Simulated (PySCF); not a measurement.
**Magnetic susceptibility: `C=COCC/C=C/C`, C7H12O**

Geometry (Å), atoms numbered from 1 in this order:
```xyz
20

C    -3.617    0.036   -0.830
C    -2.748   -0.962   -0.791
O    -1.544   -1.013   -0.181
C    -1.127    0.130    0.538
C     0.230   -0.167    1.180
C     1.310   -0.266    0.149
C     2.382    0.506    0.111
C     3.459    0.421   -0.919
H    -4.543   -0.082   -1.361
H    -3.454    0.986   -0.355
H    -2.943   -1.905   -1.284
H    -1.044    0.991   -0.140
H    -1.868    0.368    1.315
H     0.461    0.622    1.897
H     0.147   -1.116    1.717
H     1.151   -1.025   -0.605
H     2.529    1.265    0.871
H     3.246   -0.364   -1.641
H     4.418    0.215   -0.446
H     3.550    1.370   -1.447
```

Computed with GIAO HF/pcSseg-1 magnetisability, rotational g tensor and spin-rotation constants, non-relativistic, gas phase in PySCF 2.14.0. Geometry: GFN2-xTB.

Question: How diamagnetic is it, and how anisotropic?

Answer: Isotropic -1316 × 10⁻³⁰ J/T², or -79.2 × 10⁻⁶ cm³/mol; principal values -1424, -1355, -1168 × 10⁻³⁰ J/T², anisotropy 229 × 10⁻³⁰ J/T² (root of half the summed squared differences of the principal values). The susceptibility is in cgs units.

Question: Split it along the inertial axes a, b, c into diamagnetic and paramagnetic parts about the centre of mass, with the quadrupole moment.

Answer: 
```
axis  χ (10⁻⁶ cm³/mol)  diamagnetic (10⁻⁶ cm³/mol)  paramagnetic (10⁻⁶ cm³/mol)  summed x² of all electrons (Å²)  quadrupole Θ (D Å)
   a             -79.9                      -352.8                        272.8                            378.5               +1.30
   b             -80.2                     -1741.7                       1661.5                             51.2               -0.55
   c             -77.6                     -1823.0                       1745.5                             32.0               -0.74
```
Anisotropies 2χaa − χbb − χcc = -2.1 and 2χbb − χaa − χcc = -2.9 × 10⁻⁶ cm³/mol. Θ is traceless in Buckingham's convention.

Question: And the rotational g tensor?

Answer: 
| axis | rotational constant (GHz) | g | nuclear part | electronic part |
| --- | --- | --- | --- | --- |
| a | 5.3716 | -0.0245 | 0.6640 | -0.6885 |
| b | 0.7541 | -0.0030 | 0.5857 | -0.5886 |
| c | 0.7199 | -0.0037 | 0.5866 | -0.5903 |

Asymmetric top; isotopes 12C, 1H, 16O; no vibrational averaging.
